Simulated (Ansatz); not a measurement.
Input for Ansatz (a first-principles code): R-B3LYP/def2-TZVPPD on H4IP (a complex), monomers drawn apart or pushed together. Elements past Kr take the def2 small-core potentials; no spin–orbit coupling. Files ending in .json are basis or fitting sets from the Basis Set Exchange.

Ansatz 0.2 input:
```yaml
crystal:
  periodic: [false, false, false]
  atoms:
    - {symbol: P, position_ang: [-0.45874162, 0.10216206, 0.23450807]}
    - {symbol: H, position_ang: [0.05374564, -1.06701179, -0.37814105]}
    - {symbol: H, position_ang: [-1.74795091, -0.02484158, -0.33713216]}
    - {symbol: H, position_ang: [0.02511990, 0.97796109, -0.76738349]}
    - {symbol: I, position_ang: [0.35113458, 1.26220981, 6.34921471]}
    - {symbol: H, position_ang: [0.14127756, 0.96184539, 4.76018209]}
basis:
  gaussian:
    orbitals: def2-TZVPPD.json
hamiltonian:
  xc: {name: B3LYP}
scf: {lower_state_search: off}
```

It printed:

```
WARN ansatz: RAYON_NUM_THREADS=2 ignored (pool sized by the plan → 2); use --threads N
Functional definition: B3LYP
these checks for a lower state are left out or cut short: stability, starts, cluster_reference, orbital_swaps, neighbouring_geometries, increment
integrals: 0.07 GiB planned
1014 factors; their error is unknown
mean field: 0.62 GiB planned
mean field evaluation 1: about -17457.5781 eV, gradient 1.4e1 eV
mean field evaluation 2: about -17457.8868 eV, gradient 1.2e1 eV
mean field evaluation 4: about -17458.1900 eV, gradient 5.9e-1 eV
mean field evaluation 8: about -17458.3928 eV, gradient 6.6e-1 eV
mean field evaluation 16: about -17458.3933 eV, gradient 1.4e-5 eV
mean field -17458.39325827 eV, -641.5841185174 hartree, gradient 3.6e-6 eV, S^2 0.000000; 0 other end points of the search recorded, 0 dependent functions left out
reference -17458.39356396 eV, -641.5841297512 hartree; 22, 22 occupied and 153, 153 virtual orbitals, 1014 factors
Total energy: -17458.39356396 eV, -641.5841297512 hartree
Checks for a lower state left out: stability, starts, cluster_reference, orbital_swaps, neighbouring_geometries, increment
```

The calculation finished and met its thresholds.

Cost: roughly 3 core-seconds.
